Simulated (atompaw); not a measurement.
Scattering properties, PAW (atompaw) potential for rhenium

* Element: rhenium (Re)
* Generator: atompaw 4.2.0.5
* Type: PAW
* Functional: PBE
* Relativity: scalar-relativistic
* Frozen core: [Xe] 4f14
* Valence charge: 7
* Reference configuration: 5d5 6s2 6p0
* Partial waves: 6s (bound): rc 2.58 bohr; 6s channel at 0.05 Ry: rc 2.58 bohr; 6p (bound, empty): rc 2.58 bohr; 6p channel at 0.5 Ry: rc 2.58 bohr; 5d (bound): rc 2.12 bohr; 5d channel at -0.05 Ry: rc 2.58 bohr
* Local potential: bessel scheme, radius 2.06 bohr
* Core correction: smooth core density matched at 1.34 bohr
* Augmentation charge: sinc compensation charge, radius 2.54 bohr; PAW radius 2.58 bohr; waves and projectors: custom polynom2 7 10 vanderbiltortho

The phase is arctan(r·u′/u) with u = r·R(r), unwrapped; energies in Ry, scanned from -2 to 5 Ry. A pole is an energy at which the radial function vanishes at the test radius. The pseudo phase is shifted by a multiple of π to meet the all-electron one at the reference energy, and phase errors are pseudo minus all-electron; the curves can meet again beyond the range given. Levels narrower than the energy grid can be missing from the lists of poles.

**Question.** For each channel, where are the poles, and over which energies does the pseudopotential scatter like the atom?

**Answer.**

```
channel  radius (bohr)  reference energy (Ry)  poles, all-electron  poles, pseudo  unbroken range about the reference energy with phases within 0.05 rad  phase error 1 Ry above the reference energy (rad)
      s           2.60                  -0.44                 2.09     2.02, 3.30                                                              below 2.7                                             -0.000
      p           2.60                  -0.10                 3.81           4.48                                                              below 4.8                                             +0.006
      d           2.60                  -0.39                 0.16     0.16, 4.87                                                              below 1.7                                             -0.001
```

Phases in the d channel:

| E (Ry) | all-electron | pseudo |
| --- | --- | --- |
| -2.00 | 1.264 | 1.261 |
| -1.76 | 1.233 | 1.230 |
| -1.52 | 1.188 | 1.185 |
| -1.28 | 1.117 | 1.115 |
| -1.04 | 0.987 | 0.986 |
| -0.80 | 0.671 | 0.669 |
| -0.56 | -0.282 | -0.282 |
| -0.32 | -1.155 | -1.155 |
| -0.08 | -1.443 | -1.443 |
| 0.16 | -1.570 | -1.570 |
| 0.40 | -1.646 | -1.646 |
| 0.64 | -1.702 | -1.703 |
| 0.88 | -1.749 | -1.753 |
| 1.12 | -1.795 | -1.802 |
| 1.36 | -1.844 | -1.859 |
| 1.60 | -1.900 | -1.932 |
| 1.84 | -1.971 | -2.039 |
| 2.08 | -2.068 | -2.218 |
| 2.32 | -2.211 | -2.571 |
| 2.56 | -2.439 | -3.241 |
| 2.80 | -2.816 | -3.897 |
| 3.04 | -3.331 | -4.236 |
| 3.28 | -3.788 | -4.406 |
| 3.52 | -4.079 | -4.505 |
| 3.76 | -4.255 | -4.570 |
| 4.00 | -4.367 | -4.615 |
| 4.24 | -4.444 | -4.650 |
| 4.48 | -4.500 | -4.678 |
| 4.72 | -4.542 | -4.700 |
| 4.96 | -4.576 | -4.719 |
